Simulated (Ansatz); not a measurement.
O₂, charge +1, doublet, geometry from GFN2-xTB (a state made from the parent by changing its charge; the spin is typed, not shown lowest); B3LYP5/def2-SVP (Ansatz, a quantum-chemistry and plane-wave program).

Here is a job for Ansatz.
Ansatz 0.2 input:
```yaml
crystal:
  periodic: [false, false, false]
  atoms:
    - {symbol: O, position_ang: [-0.00000000, -0.00000000, -0.54957278]}
    - {symbol: O, position_ang: [0.00000000, 0.00000000, 0.54957278]}
basis:
  gaussian:
    orbitals: def2-SVP
hamiltonian:
  xc: b3lyp5
total_charge: 1
magnetization: {spin_polarized: true, initial_magnetization: 1}
```

Output, abridged:

```
Functional definition: B3LYP5
257 factors; integrals over basis functions are off by at most 1.3e-3 eV
mean field evaluation 1: about -4071.9744 eV, gradient 1.8e1 eV
mean field evaluation 2: about -4072.7891 eV, gradient 1.0e1 eV
mean field evaluation 4: about -4073.1773 eV, gradient 9.2e-2 eV
mean field evaluation 8: about -4073.1791 eV, gradient 5.6e-4 eV
mean field -4073.17907512 eV, -149.6865701108 hartree, gradient 1.0e-5 eV, S^2 0.752174; 0 other end points of the search recorded, 0 dependent functions left out
reference -4073.17917537 eV, -149.6865737947 hartree; 8, 7 occupied and 20, 21 virtual orbitals, 257 factors
Total energy: -4073.17917537 eV, -149.6865737947 hartree
```
